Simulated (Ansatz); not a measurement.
A nudged elastic band was laid between two geometries of a periodic cell of 19 atoms, C18Se (surface graphene monolayer, adsorbate Se).

Computed with DFT PBEsol, scalar-relativistic, plane waves, PAW in Ansatz 0.2.0. Settings: cutoff 420 eV, k mesh 2x2x1, gaussian smearing 0.02 eV, no spin polarisation.

- movable images: 5
- climbing image: yes
- spring: 2.0 eV/Å²
- optimiser: quadratic models (default)
- start path: IDPP
- force threshold: 0.03 eV/Å
- iteration limit: 48
- end points: relaxed

Initial state:

```xyz
19
Lattice="7.3980 0.0000 0.0000 -3.6990 6.4069 0.0000 0.0000 0.0000 11.0000" Properties=species:S:1:pos:R:3
C -0.018 -0.033 0.930
C 1.234 0.689 0.931
C -1.260 2.092 1.237
C 0.014 2.827 1.237
C -2.480 4.231 0.932
C -1.228 4.953 0.932
C 2.469 -0.026 0.905
C 3.693 0.680 0.947
C 1.246 2.084 1.007
C 2.466 2.812 0.951
C -0.014 4.266 1.008
C 1.226 4.959 0.951
C 4.926 -0.039 0.950
C 6.166 0.654 1.007
C 3.687 2.109 0.951
C 4.907 2.836 1.008
C 2.460 4.240 0.947
C 3.684 4.946 0.905
Se -0.621 2.459 3.203
```

Final state:

```xyz
19
Lattice="7.3980 0.0000 0.0000 -3.6990 6.4069 0.0000 0.0000 0.0000 11.0000" Properties=species:S:1:pos:R:3
C 0.000 0.041 0.949
C 1.233 0.763 0.935
C -1.233 2.183 1.175
C 0.019 2.911 1.035
C -2.468 4.323 0.950
C -1.233 5.031 0.926
C 2.466 0.050 0.913
C 3.699 0.763 0.935
C 1.240 2.183 0.965
C 2.466 2.898 0.954
C 0.002 4.323 0.950
C 1.236 5.032 0.940
C 4.932 0.041 0.949
C 6.165 0.735 1.023
C 3.692 2.183 0.965
C 4.913 2.911 1.035
C 2.466 4.320 0.959
C 3.696 5.032 0.940
Se -1.233 2.211 3.262
```

Problem. Which bonds break or form, and what moves?

Solution. Contacts lost: C4–Se19. The atom that moves furthest is Se19, by 0.66 Å.

Problem. What energy profile does the band end with?

Solution. The forces met the threshold. The highest image is number 6 of 0 to 6, 0.233 eV above the first end and 0.000 eV above the last; the last end lies 0.233 eV above the first. The highest image is an end point: on this band no image between the ends rises above it. Limits of this set-up: slab without dipole correction.

```
image  path coordinate (Å)  energy (eV)  C4–Se19 (Å)
    0                 0.00        0.000         2.10
    1                 0.15        0.020         2.15
    2                 0.30        0.083         2.26
    3                 0.45        0.159         2.39
    4                 0.60        0.213         2.53
    5                 0.75        0.233         2.64
    6                 0.76        0.233         2.65
```

Time of the run: 7.9 min on 1 thread of Arm Neoverse V1 (shared host), peak memory 1 GiB.
